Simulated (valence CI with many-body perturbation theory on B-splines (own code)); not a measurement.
Pm⁴⁷⁺ in brief

Calculated by configuration interaction combined with many-body perturbation theory (CI+MBPT): four valence electrons over a frozen Dirac-Fock core [Ne], a basis of 11 s, 11 p, 10 d, 8 f, 5 g, 2 h functions for each j, with the one-electron correlation potential Σ1 (screened to all orders), the two-electron term Σ2, the three-electron term Σ3, Breit, model QED; selected single and double excitations, second order for the rest, scaled by the run's own slope (own B-spline code, finite nucleus).

No measured spectrum was set against this ion. As an estimate, large intervals hold to a few tenths of a per cent, small ones and those within an open d or f shell to about a per cent. Among the levels kept, up to 550 cm⁻¹ of a level comes from second order outside the variational space, and about a tenth of that is noise between levels of different J, which matters for small intervals.

Levels are named by their leading jj configuration (3d3/2^4 stands for four electrons in 3d with j = 3/2), which in mixed levels can hold well under half, so a name can repeat and another be missing.

Rates and lifetimes use the calculated energies. Strong lines usually hold to 10 to 20 %, long lifetimes can be off by a factor of two.

Problem. What is the ground level?

Solution. (3s^2 3p1/2^2) J=0, composition 70 % 3s2.3p2 3P + 29 % 3s2.3p2 1S.

Problem. What is the ionisation energy?

Solution. 4058.6 eV; NIST lists 4056 ± 4 eV (theoretical).

Problem. How well does LS coupling describe the low levels?

Solution. Among the lowest 20 levels the leading LS term, summed over configurations, holds 59 % on average. For single configurations the figures are 56 % in LS and 91 % in jj coupling. Terms mix most in the J = 2 level at 32.270 Ry, where the leading one holds 28 %.

Problem. Name the longest-lived excited levels whose lifetime is computed, and their main decay.

Solution. (3s^2 3p1/2 3p3/2) J=2 at 10.480 Ry lives 8.48 μs, mostly by E2 to (3s^2 3p1/2^2) J=0; (3s^2 3p3/2 3d5/2) J=4 at 35.669 Ry lives 74.1 ns, mostly by M1 to (3s^2 3p1/2 3d5/2) J=3; (3s^2 3p1/2 3p3/2) J=1 at 9.931 Ry lives 61.2 ns, mostly by M1 to (3s^2 3p1/2^2) J=0.

Problem. Among levels below 68.470 Ry, which E1 lines absorb most strongly from the ground level?

Solution. to (3s^2 3p1/2 3d3/2) J=1 at 3.651 nm, f = 0.702; to (3s 3p1/2^2 3p3/2) J=1 at 4.402 nm, f = 0.160; to (3s 3p1/2 3p3/2^2) J=1 at 2.926 nm, f = 0.00103.

Problem. Where does the other parity begin?

Solution. At (3s 3p1/2^2 3p3/2) J=2, 19.023 Ry.
